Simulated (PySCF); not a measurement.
C4H9KO, SMILES CC(C)(C)[O][K].

The structure is a stationary point at B3LYP-D3(BJ)/def2-SVP. The isomer is the one that the SMILES or the coordinates give; other isomers of the formula were not compared.

Calculation: IEF-PCM-M06-2X/def2-SVP (PySCF).

The values are the electrostatic part of the solvation free energy, E(continuum) − E(gas) at the gas-phase geometry, in a cavity of scaled van der Waals radii (PySCF's table); cavitation and dispersion terms are not included. A continuum can't describe solvent molecules that bind to the metal. In vacuum the orbital gap is 4.78 eV. The dipole moment in vacuum is 9.06 D.

| solvent | ε | ΔG(elec) (kcal/mol) | dipole (D) | gap (eV) |
|---|---|---|---|---|
| water | 78.36 | -9.3 | 9.57 | 6.03 |
| benzene | 2.27 | -4.4 | 9.35 | 5.40 |
| methanol | 32.61 | -9.1 | 9.56 | 6.00 |
